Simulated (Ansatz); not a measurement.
Reaction (hydrogenolysis of the Al–F bond): `C[Se][AlH][F]` + H₂ → `C[Se][AlH2]` + H–F

Calculated with Ansatz (gas phase, PBE0-D4/def2-TZVP geometries, no zero-point term in ΔE). CBS: MP2 limit from def2 TZ/QZ plus the TZ coupled-cluster correction, frozen cores. This one scheme is used for every species. DFT in def2-TZVPP. B3LYP here is the variant with VWN-RPA as its local correlation; programs differ in this. For Se outer-core shells are correlated without core-valence functions, which leaves a few kJ/mol of doubt a bond. Scalar relativity is left out up to krypton. Each species was taken in one conformer, which may not be the lowest.

(1) Is it downhill or uphill in electronic energy at CCSD(T)/CBS, and by how much? (An estimate is asked.)

(2) What do these levels give: PBE0, B3LYP, r2SCAN0, MP2/def2-TZVPP, MP2/CBS(def2), CCSD/CBS(def2)? (Estimate.)

Largest T1 diagnostic among the species: 0.010.

Answers

(1) Ansatz gave: Uphill: ΔE = +39.4 kcal/mol.

(2) Ansatz gave: PBE0 37.2, B3LYP 39.7, r2SCAN0 39.7, MP2/def2-TZVPP 40.4, MP2/CBS(def2) 41.0, CCSD/CBS(def2) 39.0 kcal/mol.

In def2-TZVPP, CCSD(T) changes the Hartree–Fock value by +1.1 kcal/mol (the triples alone add +0.4 kcal/mol) and MP2 by +2.7 kcal/mol. From BLYP to BHLYP (50 % exact exchange), in def2-TZVPP and without D4, ΔE moves by −0.9 kcal/mol. Leaving LDA and LC-ωPBE aside and taking each functional with its dispersion term where it has one, the values, not all of them listed here, spread over 3.8 kcal/mol, from HSE06-D4 to r2SCAN-D4.
